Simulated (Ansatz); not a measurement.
CH₃BFNO₂ (`NC(=O)B(O)F`) at its PBE0-D4/def2-TZVP geometry, where that method's forces vanish. Charge 0, multiplicity 1.

```xyz
9

N    -1.0226    0.5886   -0.8981
C    -0.1574   -0.4454   -0.7585
O    -0.0356   -1.3275   -1.5879
B     0.7082   -0.4302    0.5917
O     0.5298    0.5675    1.4835
F     1.5854   -1.3919    0.8182
H    -1.5986    0.6414   -1.7220
H    -1.0978    1.2982   -0.1915
H     1.0887    0.4993    2.2645
```

(1) What forces (eV/Å) does PBE-D4/def2-TZVPP give on these atoms in Ansatz 0.2.0? (An estimate is asked.)

Answers

(1) Ansatz gave: 
```
N1  -0.148  0.193 -0.007
C2   0.203  0.347  0.714
O3   0.122 -0.889 -0.838
B4  -0.258  0.063 -0.325
O5  -0.356  0.489  0.024
F6   0.441 -0.503  0.094
H7  -0.230  0.039 -0.307
H8  -0.049  0.286  0.255
H9   0.274 -0.027  0.391
```
